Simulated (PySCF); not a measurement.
Geometry:
```tsv
atom	x (Å)	y (Å)	z (Å)
C1	-1.491	0.930	0.164
O2	-0.965	-0.334	0.562
C3	-1.285	-1.398	-0.329
B4	0.570	-0.366	1.172
C5	0.493	0.668	2.362
N6	0.435	1.459	3.210
C7	1.600	0.025	0.031
C8	3.006	-0.508	0.158
C9	2.123	-1.016	-0.933
H10	-1.045	1.245	-0.793
H11	-2.582	0.840	0.067
H12	-1.239	1.646	0.955
H13	-0.903	-2.318	0.125
H14	-2.377	-1.449	-0.436
H15	-0.806	-1.235	-1.307
H16	0.669	-1.518	1.559
H17	1.552	1.045	-0.371
H18	3.223	-1.173	0.999
H19	3.834	0.153	-0.111
H20	2.348	-0.710	-1.959
H21	1.744	-2.039	-0.847
```

PySCF 2.14 calculation with PBE/pcSseg-1 with gauge-including orbitals and PBE0-D3(BJ)/def2-SVP geometry; rapidly exchanging positions averaged, non-relativistic Hamiltonian, single conformer, no solvent model.

**Question.** Predict the 2D correlation tables (HSQC, COSY, HMBC).

**Answer.** 

HSQC (one-bond C–H):
```csv
δH,δC
3.74 (H10/H11/H12/H13/H14/H15),65.6 (C1/C3)
0.56 (H19),3.1 (C8)
0.49 (H20),8.8 (C9)
0.13 (H18),3.1 (C8)
0.10 (H21),8.8 (C9)
-0.28 (H17),0.0 (C7)
```

COSY cross peaks (H two or three bonds apart, from the bond graph; peaks can be absent where the dihedral angle is near 90°):
```csv
δH,δH
2.37 (H16),-0.28 (H17)
0.56 (H19),0.49 (H20)
0.56 (H19),0.13 (H18)
0.56 (H19),0.10 (H21)
0.56 (H19),-0.28 (H17)
0.49 (H20),0.13 (H18)
0.49 (H20),0.10 (H21)
0.49 (H20),-0.28 (H17)
0.13 (H18),0.10 (H21)
0.13 (H18),-0.28 (H17)
0.10 (H21),-0.28 (H17)
```

HMBC (two and three bonds, from the bond graph):
```csv
δH,δC
3.74 (H10/H11/H12/H13/H14/H15),65.6 (C1/C3)
2.37 (H16),"130.4 (C5), 65.6 (C1/C3), 8.8 (C9), 3.1 (C8), 0.0 (C7)"
0.56 (H19),"8.8 (C9), 0.0 (C7)"
0.49 (H20),"3.1 (C8), 0.0 (C7)"
0.13 (H18),"8.8 (C9), 0.0 (C7)"
0.10 (H21),"3.1 (C8), 0.0 (C7)"
-0.28 (H17),"130.4 (C5), 8.8 (C9), 3.1 (C8)"
```

References, each an isolated molecule treated in the same way: TMS for ¹H, ¹³C.

Short H···H contacts in this conformer between protons four or more bonds apart (candidates for NOE cross peaks, intensity ∝ r⁻⁶): H13···H16 2.27 Å, H16···H18 2.64 Å, H10···H17 2.64 Å, H16···H21 2.69 Å, H15···H21 2.71 Å.

Hydrogens on boron are broadened and split by ¹¹B (spin 3/2, 80 %) and 10B (spin 3). A carbon bonded to boron is broadened by the quadrupolar boron nucleus and is often missing from a measured spectrum. Shifts are as computed. Against solution values, carbons near 30 ppm lie about +2 ppm off and those near 130 ppm about +2 ppm. Of 1309 compounds with measured shifts, 239 miss one by over three times the rms of a fit or turn the order of signals round; such compounds aren't used in these exercises.
